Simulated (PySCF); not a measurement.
# Molybdenum: a sound run and one with changed settings

Sound run: Mo [Kr] 4d5 5s1, Mo+ [Kr] 4d5. Calculation: PySCF 2.14, in aug-cc-pVDZ-PP with ECP28MDF (5s5p4d2f, 54 functions); scalar relativity through the core potential. The sound run starts from symmetry-adapted Hartree-Fock orbitals and uses a fine grid where one is needed.

Changed run: basis STO-3G, all-electron and non-relativistic. This setting is unsound on purpose.

```csv
species,method,sound run (hartree),changed run (hartree),converged
Mo,UHF,-67.34420,-3935.89663,yes
Mo,PBE,-67.89403,-3937.00797,yes
Mo,M06-2X,-67.76013,-3937.56601,yes
Mo+,UHF,-67.11429,-3935.80791,yes
Mo+,PBE,-67.61793,-3936.87410,yes
Mo+,M06-2X,-67.50384,-3937.44976,yes
```

Ionisation energy of Mo:

| method | sound run (eV) | changed run (eV) |
| --- | --- | --- |
| UHF | 6.256 | 2.414 |
| PBE | 7.513 | 3.643 |
| M06-2X | 6.974 | 3.164 |

A minimal basis cannot let orbitals breathe on ionisation and holds almost no correlation. The Hamiltonian changed with the basis, so the totals do not compare.

For comparison, NIST gives 7.092 eV between the lowest levels.
